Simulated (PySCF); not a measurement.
Two structures of SiNH$_{4}$F$_{3}$, singlet, reached by relaxing down either side of one saddle point (PBE0-D4/def2-TZVP). Energies are electronic, without zero-point energy. Program: PySCF 2.14 with density fitting (its default auxiliary sets; JK sets also for MP2 and CCSD(T)). Basis: def2-TZVPP and def2-QZVPP. Cores are frozen in the correlated methods. Extrapolation: Hartree–Fock as exp(−7.88 √X), correlation as X^−2.97. First:

Si1  (-0.832, -0.563, -0.321)
H2  (0.337, -1.449, -0.436)
F3  (-1.946, -1.546, -0.934)
F4  (-1.493, -0.318, 1.115)
F5  (-0.997, 0.653, -1.347)
H6  (1.116, 0.407, 1.352)
N7  (0.685, 0.798, 0.522)
H8  (0.242, 1.673, 0.782)
H9  (1.413, 1.005, -0.152)
(Å)

Second:

```json
{"atom": "Si1", "x (Å)": "-0.9811", "y (Å)": "0.1940", "z (Å)": "-0.3661"}
{"atom": "H2", "x (Å)": "1.3402", "y (Å)": "-2.2515", "z (Å)": "1.1102"}
{"atom": "F3", "x (Å)": "-0.6733", "y (Å)": "-1.0295", "z (Å)": "-1.3069"}
{"atom": "F4", "x (Å)": "-1.4629", "y (Å)": "-0.3078", "z (Å)": "1.0454"}
{"atom": "F5", "x (Å)": "-2.2246", "y (Å)": "0.9229", "z (Å)": "-1.0097"}
{"atom": "H6", "x (Å)": "1.6251", "y (Å)": "-1.5693", "z (Å)": "1.0079"}
{"atom": "N7", "x (Å)": "0.3973", "y (Å)": "1.1258", "z (Å)": "-0.1865"}
{"atom": "H8", "x (Å)": "0.5056", "y (Å)": "1.7734", "z (Å)": "0.5746"}
{"atom": "H9", "x (Å)": "1.0088", "y (Å)": "1.3272", "z (Å)": "-0.9586"}
```

Task: Which bonds change from the first to the second?

Result: SiHF₃ ([F][SiH]([F])[F]) + NH₃ → SiNH₂F₃ ([NH2][Si]([F])([F])[F]) + H₂; bonds formed: H2–H6; dative contacts that become bonds: Si1–N7; bonds broken: Si1–H2, H6–N7.

Task: Give the saddle point's structure and its height above each. (An estimate is asked for; the value comes from the calculation.)

Result: Computed: 1.988 eV above the first and 2.272 eV above the second (CCSD(T) at an estimated basis limit (MP2 extrapolated from triple and quadruple zeta, plus CCSD(T) − MP2 in triple zeta)).
Si1  (-0.646, -0.371, -0.098)
H2  (0.652, -1.337, 0.580)
F3  (-0.603, -1.388, -1.317)
F4  (-1.412, -0.663, 1.261)
F5  (-1.704, 0.667, -0.723)
H6  (1.110, -0.360, 0.453)
N7  (0.775, 0.781, 0.025)
H8  (0.671, 1.555, 0.673)
H9  (1.155, 1.118, -0.854)
(Å)

T1 diagnostic: at most 0.012.

Labels in which every atom is bracketed show which atoms are joined, not bond orders.

For scale, one of the runs: CCSD(T)/def2-TZVPP, 222 basis functions, launched by `OMP_NUM_THREADS=4 python run.py`. The run took 16 min on 4 CPU threads of an Arm Neoverse V2 (shared host), with 4.6 GiB of host memory at its peak.
